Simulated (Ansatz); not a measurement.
Reaction (cleavage of the Ge–Ge bond): `[OH][GeH2][GeH3]` + `[NH2][GeH2][F]` → `[F][GeH2][NH][GeH3]` + `[OH][GeH3]`

Isolated molecules relaxed with PBE0-D4/def2-TZVP in Ansatz; ΔE leaves out vibrations. CCSD(T)/CBS is the MP2 limit (def2-TZVPP, def2-QZVPP) plus CCSD(T) − MP2 in def2-TZVPP, frozen cores. Functionals use def2-TZVPP. B3LYP here is the variant with VWN-RPA as its local correlation; programs differ in this. HSE06 is defined as in plane-wave codes. For Ge outer-core shells are correlated without core-valence functions, which leaves a few kJ/mol of doubt a bond. Scalar relativity is left out up to krypton. One conformer a species, not always the lowest.

| level | ΔE (kJ/mol) | difference from CCSD(T)/CBS |
| --- | --- | --- |
| BLYP-D4 | 28.5 | 8.8 |
| r2SCAN-D4 | 28.0 | 8.3 |
| B3LYP-D4 | 25.5 | 5.8 |
| r2SCAN0-D4 | 26.2 | 6.5 |
| PBE0 | 32.1 | 12.4 |
| HSE06 | 32.1 | 12.4 |
| RPA@PBE/def2-TZVPP | 12.0 | -7.7 |
| CCSD(T)/def2-SVP | 6.3 | -13.4 |
| CCSD(T)/def2-TZVPP | 16.2 | -3.5 |
| MP2/def2-QZVPP | 15.3 | -4.4 |
| CCSD(T)/CBS | 19.7 | 0 |

Largest T1 diagnostic among the species: 0.012.

At CCSD(T), def2-SVP lies −13.4 kJ/mol from the extrapolated value and def2-TZVPP −3.5 kJ/mol. From BLYP to BHLYP (50 % exact exchange), in def2-TZVPP and without D4, ΔE moves by −11.8 kJ/mol. In def2-TZVPP, CCSD(T) changes the Hartree–Fock value by +9.0 kJ/mol (the triples alone add +0.2 kJ/mol) and MP2 by +6.4 kJ/mol.
